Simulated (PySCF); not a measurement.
Delta-SCF ions had no search for a lower state. Excitations are Tamm–Dancoff values on a coarser integration grid. The basis has no diffuse functions, so Rydberg states are missing or too high.

AlCl2I, SMILES `[I][Al]([Cl])[Cl]` (charge 0, multiplicity 1)

Method: ωB97X-D3(BJ)/def2-TZVP // PBE0-D3(BJ)/def2-TZVP run with PySCF 2.14.0.

```
Quantity                                                                 Result
--------------------------------------  ---------------------------------------
HOMO                                                                  -10.52 eV
dipole moment                                                            0.54 D
HOMO–LUMO gap                                                          11.00 eV
LUMO                                                                    0.49 eV
S1 excitation (TDA)                                                     5.95 eV
S1 oscillator strength                                                    0.018
T1 excitation (TDA)                                                     5.58 eV
S1–T1 gap (TDA)                                                         0.37 eV
vertical ionisation energy (Delta-SCF)                                 10.52 eV
total energy                                                      -1460.9075 Ha
cost                                    about 2.1 core-minutes (a rough figure)
```

```xyz
4

Cl    -1.0979     1.8110    -0.0068
Al    -0.0846     0.0017    -0.0005
Cl    -1.1712    -1.7645    -0.0067
I      2.3536    -0.0482     0.0140
```
